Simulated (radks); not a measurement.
Fractional charge and spin in the 5d shell of thallium: the spin-up occupation runs from 4 to 5 and the spin-down occupation from 4 to 5; the fullest corner is Tl2+, [Xe] 4f14 6s(up 0.5, down 0.5) 5d(up 5, down 5). Method: scalar-relativistic Kohn-Sham, LDA (Slater exchange, Perdew-Wang correlation), spin-polarised, spherical densities, finite nucleus; Fermi nuclear charge, rms radius of each element as measured or else 0.836 A^(1/3) + 0.57 fm; computed with a radial shooting solver on a logarithmic mesh with Libxc functionals. Energy (eV) above the fullest corner. The planes named below are the two flat planes that join the four corners, with an edge along up + down = one added electron.

\begin{tabular}{lrrr}
down \ up & 4 & 4.5 & 5 \\ \hline
4 & 95.817 & 66.195 & 40.326 \\
4.5 & 66.195 & 40.488 & 18.413 \\
5 & 40.326 & 18.413 & 0.000 \\
\end{tabular}

Corners above the fullest one (they belong to Tl3+ and the next ion): (up 5, down 4) 40.326 eV, (up 4, down 5) 40.326 eV, (up 4, down 4) 95.817 eV. With half an added electron in each spin the energy lies 0.163 eV from the planes, and with half an added electron in spin up alone -1.877 eV. The planes are only a guide here: the flat-plane condition holds for ground states with one frontier orbital, while this shell lies below other occupied shells, so the corners above the fullest one are inner-hole states and not the ground states of those ions.
